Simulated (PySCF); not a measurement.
C6H13O, doublet, at a GFN2-xTB geometry, with bond 11-2 at 1.25 times its length; PySCF with B3LYP/STO-3G.

The PySCF input:
```python
from pyscf import gto, scf, dft

mol = gto.M(
    atom='''
C    -2.13401126   -1.15750947    0.89014235
C    -1.01991769   -0.58716968    0.01233565
C    -1.60292900    0.46154716   -0.96106109
C     0.04985495    0.02042341    0.83743466
C     1.42337374    0.31101235    0.34457205
C     1.96300372   -0.69874433   -0.66265601
O     1.47385920    1.59557992   -0.30265404
H    -2.58626910   -0.37155628    1.49133412
H    -1.73886860   -1.91818758    1.55937170
H    -2.90898146   -1.60755191    0.27401043
H    -0.49520777   -1.59836891   -0.74685563
H    -2.08518019    1.26142492   -0.40337419
H    -0.81171411    0.89063049   -1.56986026
H    -2.33956438   -0.00333957   -1.61238938
H    -0.24573898    0.49972992    1.75916002
H     2.10543560    0.34767732    1.21355023
H     1.37670832   -0.66517776   -1.57580281
H     1.93362914   -1.70003459   -0.24220522
H     2.98969439   -0.44243316   -0.90852479
H     1.04387866    2.24295108    0.26637435
''',
    basis='sto-3g',
    spin=1,
    verbose=4,
)

mf = dft.UKS(mol)
mf.xc = 'b3lyp'
mf.kernel()
mo_i, mo_e, stable_i, stable_e = mf.stability(internal=True, external=False, return_status=True, nroots=6, tol=1e-6)
print('internally stable:', stable_i, ' externally stable:', stable_e)
if not stable_i:
    umf = mf.copy()
    umf.scf_summary = {}
    umf.kernel(umf.make_rdm1(mo_i, mf.mo_occ))
```

What the program printed (banner, timings and long lists left out):

```
PySCF version 2.14.0

[INPUT] verbose = 4
[INPUT] num. atoms = 20
[INPUT] num. electrons = 57
[INPUT] charge = 0
[INPUT] spin (= nelec alpha-beta = 2S) = 1
[INPUT] symmetry False subgroup None
[INPUT] Mole.unit = angstrom
[INPUT] Symbol           X                Y                Z      unit          X                Y                Z       unit  Magmom
[INPUT]  1 C     -2.134011260000  -1.157509470000   0.890142350000 AA   -4.032696828138  -2.187375884890   1.682125253377 Bohr   0.0
[INPUT]  2 C     -1.019917690000  -0.587169680000   0.012335650000 AA   -1.927365103699  -1.109589883849   0.023311000068 Bohr   0.0
[INPUT]  3 C     -1.602929000000   0.461547160000  -0.961061090000 AA   -3.029096807123   0.872197725971  -1.816142249076 Bohr   0.0
[INPUT]  4 C      0.049854950000   0.020423410000   0.837434660000 AA    0.094212201454   0.038594651430   1.582522154618 Bohr   0.0
[INPUT]  5 C      1.423373740000   0.311012350000   0.344572050000 AA    2.689786541498   0.587728162857   0.651146804680 Bohr   0.0
[INPUT]  6 C      1.963003720000  -0.698744330000  -0.662656010000 AA    3.709539412302  -1.320435414793  -1.252238373697 Bohr   0.0
[INPUT]  7 O      1.473859200000   1.595579920000  -0.302654040000 AA    2.785190234171   3.015209058655  -0.571933246093 Bohr   0.0
[INPUT]  8 H     -2.586269100000  -0.371556280000   1.491334120000 AA   -4.887340283425  -0.702139609062   2.818213047019 Bohr   0.0
[INPUT]  9 H     -1.738868600000  -1.918187580000   1.559371700000 AA   -3.285985420606  -3.624849181742   2.946785439397 Bohr   0.0
[INPUT] 10 H     -2.908981460000  -1.607551910000   0.274010430000 AA   -5.497178260837  -3.037832840921   0.517804667974 Bohr   0.0
[INPUT] 11 H     -0.495207770000  -1.598368910000  -0.746855630000 AA   -0.935807060057  -3.020479485920  -1.411352595289 Bohr   0.0
[INPUT] 12 H     -2.085180190000   1.261424920000  -0.403374190000 AA   -3.940419479469   2.383747625501  -0.762266744818 Bohr   0.0
[INPUT] 13 H     -0.811714110000   0.890630490000  -1.569860260000 AA   -1.533917359345   1.683047704287  -2.966605945239 Bohr   0.0
[INPUT] 14 H     -2.339564380000  -0.003339570000  -1.612389380000 AA   -4.421135928988  -0.006310872674  -3.046974334357 Bohr   0.0
[INPUT] 15 H     -0.245738980000   0.499729920000   1.759160020000 AA   -0.464379370330   0.944352685051   3.324330647084 Bohr   0.0
[INPUT] 16 H      2.105435600000   0.347677320000   1.213550230000 AA    3.978696656909   0.657014914523   2.293277573103 Bohr   0.0
[INPUT] 17 H      1.376708320000  -0.665177760000  -1.575802810000 AA    2.601601678210  -1.257003790552  -2.977835737220 Bohr   0.0
[INPUT] 18 H      1.933629140000  -1.700034590000  -0.242205220000 AA    3.654029501078  -3.212599777387  -0.457701531740 Bohr   0.0
[INPUT] 19 H      2.989694390000  -0.442433160000  -0.908524790000 AA    5.649703593249  -0.836077500826  -1.716863030478 Bohr   0.0
[INPUT] 20 H      1.043878660000   2.242951080000   0.266374350000 AA    1.972644774678   4.238563251997   0.503374568109 Bohr   0.0

nuclear repulsion = 323.5235672928
number of shells = 34
number of NR pGTOs = 144
number of NR cGTOs = 48
basis = sto-3g
ecp = {}

******** <class 'pyscf.dft.uks.UKS'> ********
method = UKS
initial guess = minao
damping factor = 0
level_shift factor = 0
DIIS = <class 'pyscf.scf.diis.CDIIS'>
diis_start_cycle = 1
diis_space = 8
diis_damp = 0
SCF conv_tol = 1e-09
SCF conv_tol_grad = None
SCF max_cycles = 50
direct_scf = True
direct_scf_tol = 1e-13
number electrons alpha = 29  beta = 28
XC library pyscf.dft.libxc version 7.1.2
    S. Lehtola, C. Steigemann, M. J. T. Oliveira, and M. A. L. Marques,  SoftwareX 7, 1–5 (2018)
XC functionals = b3lyp
    P. J. Stephens, F. J. Devlin, C. F. Chabalowski, and M. J. Frisch,  J. Phys. Chem. 98, 11623 (1994)
radial grids:
    Treutler-Ahlrichs [JCP 102, 346 (1995); DOI:10.1063/1.469408] (M4) radial grids

becke partition: Becke, JCP 88, 2547 (1988); DOI:10.1063/1.454033
pruning grids: <function nwchem_prune>
grids dens level: 3
symmetrized grids: False
atomic radii adjust function: <function treutler_atomic_radii_adjust>
small_rho_cutoff = 0
Set gradient conv threshold to 3.16228e-05
tot grids = 226296
init E= -308.188249872494

cycle= 1 E= -307.614932745958  delta_E= 0.573  |g|= 0.346  |ddm|= 3.77
cycle= 2 E= -307.585296178651  delta_E= 0.0296  |g|= 0.42  |ddm|= 1.08
cycle= 3 E= -307.698609890513  delta_E= -0.113  |g|= 0.0625  |ddm|= 0.664
cycle= 4 E= -307.701322571426  delta_E= -0.00271  |g|= 0.0123  |ddm|= 0.11
cycle= 5 E= -307.701481636415  delta_E= -0.000159  |g|= 0.00389  |ddm|= 0.0298
cycle= 6 E= -307.701495641148  delta_E= -1.4e-05  |g|= 0.00176  |ddm|= 0.00901
cycle= 7 E= -307.701498786861  delta_E= -3.15e-06  |g|= 0.000516  |ddm|= 0.0043
cycle= 8 E= -307.701499088367  delta_E= -3.02e-07  |g|= 0.000198  |ddm|= 0.00144
cycle= 9 E= -307.701499129254  delta_E= -4.09e-08  |g|= 5.73e-05  |ddm|= 0.000469
cycle= 10 E= -307.701499135193  delta_E= -5.94e-09  |g|= 1.98e-05  |ddm|= 0.00018
cycle= 11 E= -307.701499136237  delta_E= -1.04e-09  |g|= 7.83e-06  |ddm|= 8.66e-05
cycle= 12 E= -307.701499136344  delta_E= -1.06e-10  |g|= 4.73e-06  |ddm|= 2.86e-05
Extra cycle  E= -307.701499136353  delta_E= -9.32e-12  |g|= 4.5e-06  |ddm|= 1.35e-05
converged SCF energy = -307.701499136353  <S^2> = 0.75475008  2S+1 = 2.0047444
uhf_internal: lowest eigs of H = [0.26693351 0.43714239 0.4686328  0.53188019 0.57870147 0.60071477]
<class 'pyscf.dft.uks.UKS'> wavefunction is stable in the internal stability analysis
internally stable: True  externally stable: None
```
